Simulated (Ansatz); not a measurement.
Compare A (`C[SiH2]SC#N`) with its isomer B (`C1=N[SiH2]CS1`).

Computed with Ansatz on PBE0-D4/def2-TZVP structures; ΔE is electronic, products minus reactants. CBS: MP2 limit from def2 TZ/QZ plus the TZ coupled-cluster correction, frozen cores. DFT in def2-TZVPP. B3LYP here is the variant with VWN-RPA as its local correlation; programs differ in this. One conformer a species, not always the lowest.

A:

```xyz
10

C     1.216   -0.440    0.339
Si   -0.548   -0.179    0.846
S    -1.387    1.566   -0.162
C    -1.062    1.027   -1.722
N    -0.833    0.665   -2.795
H     1.620   -1.323    0.841
H     1.279   -0.599   -0.740
H     1.830    0.423    0.601
H    -0.707    0.203    2.271
H    -1.407   -1.342    0.522
```

B:

```xyz
10

C    -1.1261    0.5048   -1.1726
N    -0.2367    1.3285   -0.8194
Si    0.8387    0.6692    0.3840
C     0.1086   -1.0776    0.5947
S    -1.2931   -1.1389   -0.5411
H    -1.8899    0.7428   -1.9190
H     2.2400    0.6366   -0.1057
H     0.7858    1.4552    1.6424
H     0.8192   -1.8603    0.3270
H    -0.2465   -1.2604    1.6095
```

Problem. Which is lower in electronic energy at CCSD(T)/CBS, and by how much? (An estimate is asked.)

Solution. Computed: A, by 3.0 kJ/mol.

Problem. Give E(B) − E(A) in kJ/mol with PBE-D4, HF/def2-TZVPP, CCSD(T)/def2-TZVPP, B3LYP, r2SCAN-D4, CCSD/def2-TZVPP, ωB97M-V. (Best estimate.)

Solution. Ansatz gave: PBE-D4 -11.1, HF/def2-TZVPP 24.3, CCSD(T)/def2-TZVPP 10.4, B3LYP 8.3, r2SCAN-D4 -7.9, CCSD/def2-TZVPP 13.9, ωB97M-V 1.8. The order is the other way round with PBE-D4, r2SCAN-D4.

Largest T1 diagnostic: 0.015.

In def2-TZVPP, CCSD(T) changes the Hartree–Fock value by −13.9 kJ/mol (the triples alone add −3.6 kJ/mol) and MP2 by −10.1 kJ/mol. The D4 term adds −5.6 kJ/mol with B3LYP and −2.4 kJ/mol with PBE0; it sums over pairs of atoms, weighted by their polarisabilities, and B3LYP, whose exchange is more repulsive, gets the larger term.
